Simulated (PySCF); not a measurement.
How methods differ on the ionisation energy of Te³⁺

Te³⁺ [Kr] 4d10 5s2 5p1 [5p1/2^1, M_J = 1/2] → Te⁴⁺ [Kr] 4d10 5s2, as a difference of total energies. Computed with PySCF 2.14 in x2c-TZVPPall-2c (8s9p5d2f, 74 functions), with the two-component X2C-1e Hamiltonian. Correlated levels: [Ar] 3d10 frozen; the 6 highest virtual spinors dropped. "Screened" scales the spin-orbit matrix elements by Boettger's factors to mimic the two-electron term; Breit and QED terms are absent.

```csv
method,ionisation energy (eV),error (eV)
GHF (spin-free),36.143,-1.273
GMP2 (spin-free),36.562,-0.854
GHF (screened spin-orbit),36.937,-0.479
GMP2 (screened spin-orbit),37.371,-0.045
```

Reference: 37.416 eV (measured; NIST Atomic Spectra Database, ionization energies).

The spin-free rows lack the spin-orbit shift.

Errors of the correlated levels include the incompleteness of this basis and the frozen core.
